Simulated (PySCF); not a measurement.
Can point charges reproduce the dipole moment of `[SiH3]O[SiH]1OCCO1`?

Coordinates (PBE0-D3(BJ)/def2-SVP, Å) and charges (e) from the PBE0/pcSseg-1 density (PySCF):

| atom | x | y | z | Mulliken | IAO | Hirshfeld | ESP-fitted |
| --- | --- | --- | --- | --- | --- | --- | --- |
| Si1 | 2.506 | -0.208 | -0.548 | +0.7009 | +0.8508 | +0.3961 | +0.6049 |
| O2 | 1.309 | 0.283 | -1.595 | -0.7469 | -0.8652 | -0.3052 | -0.5221 |
| Si3 | -0.300 | 0.532 | -1.764 | +1.2084 | +1.4471 | +0.5165 | +0.9918 |
| O4 | -1.250 | -0.754 | -1.285 | -0.6250 | -0.6491 | -0.2477 | -0.4981 |
| C5 | -1.855 | -0.454 | -0.041 | +0.0110 | -0.0674 | 0.0000 | +0.0688 |
| C6 | -1.980 | 1.074 | 0.045 | +0.0388 | -0.0657 | +0.0005 | +0.0587 |
| O7 | -0.870 | 1.624 | -0.637 | -0.6290 | -0.6491 | -0.2476 | -0.4946 |
| H8 | 2.273 | -1.624 | -0.138 | -0.1058 | -0.1382 | -0.0770 | -0.1164 |
| H9 | 2.517 | 0.660 | 0.667 | -0.1045 | -0.1377 | -0.0768 | -0.1116 |
| H10 | 3.811 | -0.098 | -1.256 | -0.1085 | -0.1275 | -0.0731 | -0.1130 |
| H11 | -0.533 | 0.898 | -3.172 | -0.1263 | -0.1501 | -0.0632 | -0.1319 |
| H12 | -2.837 | -0.948 | 0.024 | +0.1288 | +0.1494 | +0.0506 | +0.0704 |
| H13 | -1.227 | -0.840 | 0.785 | +0.1163 | +0.1259 | +0.0376 | +0.0597 |
| H14 | -2.918 | 1.415 | -0.432 | +0.1161 | +0.1285 | +0.0394 | +0.0591 |
| H15 | -1.985 | 1.423 | 1.089 | +0.1256 | +0.1484 | +0.0498 | +0.0743 |

**Question.** What dipole does each set of charges give (1 e·Å = 4.803 D), and what does the density give?

**Answer.** The full density gives (-0.75, -0.29, 1.44) D, 1.65 D in size; dipole vectors point from the negative to the positive end.

```json
{"scheme": "Mulliken", "μx": "-1.43", "μy": "-0.50", "μz": "2.61", "size (D)": "3.02", "share of the full size (%)": "183", "angle to the full dipole (°)": "1"}
{"scheme": "IAO", "μx": "-0.56", "μy": "-0.48", "μz": "1.83", "size (D)": "1.97", "share of the full size (%)": "119", "angle to the full dipole (°)": "11"}
{"scheme": "Hirshfeld", "μx": "-0.26", "μy": "-0.18", "μz": "0.74", "size (D)": "0.81", "share of the full size (%)": "49", "angle to the full dipole (°)": "8"}
{"scheme": "ESP-fitted", "μx": "-0.74", "μy": "-0.29", "μz": "1.50", "size (D)": "1.70", "share of the full size (%)": "103", "angle to the full dipole (°)": "1"}
```

**Question.** Which set comes closest?

**Answer.** Length of the difference vector: ESP-fitted 0.06 D, IAO 0.47 D, Hirshfeld 0.86 D, Mulliken 1.37 D. Closest: ESP-fitted. 

**Question.** What is left for the Hirshfeld atoms' own dipoles?

**Answer.** The shares of the density sum to the whole, so what Σ q r misses lies in dipoles about the nuclei. The atomic dipoles sum to (-0.75, -0.29, 1.44) − (-0.26, -0.18, 0.74) = (-0.49, -0.11, 0.70) D, 0.86 D in size.

**Question.** With the origin at the mean of the coordinates, (-0.223, 0.199, -0.550) Å, which are the largest single terms, by size, of the IAO dipole along the direction of the full one?

**Answer.** Si3 -7.52, O2 +6.75, Si1 -4.78, H11 +1.64, H10 +1.47 D; all 15 atoms together +1.94 D. The single terms depend on the origin, their sum doesn't.

**Question.** Give the size of the full dipole in other units.

**Answer.** 1.65 D = 0.650 au = 0.344 e·Å = 5.51 × 10⁻³⁰ C·m.

The structure is a single PBE0-D3(BJ)/def2-SVP conformer in the gas phase; no vibrational or solvent corrections.
